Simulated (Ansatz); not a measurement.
Computed with Ansatz on PBE0-D4/def2-TZVP structures; ΔE is electronic, products minus reactants. CCSD(T)/CBS adds triple-zeta CCSD(T) − MP2 to the extrapolated MP2 energy (def2 sets, frozen cores). This one scheme is used for every species. Functionals use def2-TZVPP. B3LYP here is the variant with VWN-RPA as its local correlation; programs differ in this. HSE06 is defined as in plane-wave codes. For Mg outer-core shells are correlated without core-valence functions, which leaves a few kJ/mol of doubt a bond. One conformer a species, not always the lowest.

`C[N](C)[Mg][OH]` + `N[Si]S` → `C[N](C)[Mg][NH2]` + `O[Si]S`  (redistribution)

`C[N](C)[Mg][OH]`:

```xyz
12

C    -1.398    0.291    0.592
N    -0.161   -0.018   -0.073
C    -0.412   -0.607   -1.361
Mg    1.560    0.309    0.645
O     3.166    0.685    1.283
H    -1.227    0.741    1.577
H    -2.024   -0.604    0.754
H    -2.016    1.003    0.019
H    -0.992   -1.543   -1.289
H     0.520   -0.850   -1.884
H    -0.985    0.064   -2.025
H     3.970    0.530    1.760
```

`N[Si]S`:

```xyz
6

N     0.600   -1.014   -0.214
Si   -0.943   -0.282   -0.185
S    -0.299    1.684    0.435
H     1.490   -0.591    0.003
H     0.694   -1.983   -0.474
H    -1.543    2.186    0.435
```

`C[N](C)[Mg][NH2]`:

Cartesian coordinates in Å:
```
C 0.621 -1.275 1.058
N 0.338 -0.364 -0.018
C 1.167 -0.655 -1.157
Mg -0.951 1.026 0.053
N -2.231 2.408 0.123
H 1.672 -1.218 1.391
H 0.440 -2.327 0.777
H -0.002 -1.068 1.936
H 2.243 -0.571 -0.926
H 0.966 0.029 -1.989
H 1.011 -1.679 -1.540
H -2.073 3.356 0.430
H -3.202 2.338 -0.139
```

`O[Si]S`:

Z-matrix (Å, degrees):
```
O
Si 1 1.646
H 1 0.960 2 123.1
S 2 2.176 1 104.3 3 -0.0
H 4 1.346 2 99.8 1 -0.0
```

(1) Is it downhill or uphill in electronic energy at CCSD(T)/CBS, and by how much? (Estimate.)

(2) What do these levels give: revPBE-D4, PBE0-D4, B3LYP-D4, r2SCAN0-D4, ωB97X-V, PBE-QIDH, PBE0, B3LYP, HSE06, CCSD/def2-SVP, MP2/CBS(def2), CCSD/CBS(def2)? (Best estimate.)

(3) What do rigid-rotor, harmonic-oscillator terms from PBE0-D4/def2-TZVP frequencies (298.15 K, 1 bar) make of the CCSD(T)/CBS value? (Best estimate.)

Largest T1 diagnostic among the species: 0.015.

Results:

(1) Computed: Uphill: ΔE = +46.2 kJ/mol.

(2) Computed: revPBE-D4 42.9, PBE0-D4 45.6, B3LYP-D4 42.9, r2SCAN0-D4 48.3, ωB97X-V 45.3, PBE-QIDH 47.5, PBE0 45.0, B3LYP 41.6, HSE06 44.8, CCSD/def2-SVP 58.1, MP2/CBS(def2) 50.5, CCSD/CBS(def2) 47.2 kJ/mol.

(3) The calculation gave: ΔZPE = -2.4 kJ/mol, ΔH = +43.6 kJ/mol, ΔS = -8 J/(mol·K), ΔG = +46.1 kJ/mol.

At CCSD(T), def2-SVP lies +10.9 kJ/mol from the extrapolated value and def2-TZVPP −4.4 kJ/mol. From BLYP to BHLYP (50 % exact exchange), in def2-TZVPP and without D4, ΔE moves by +6.9 kJ/mol.
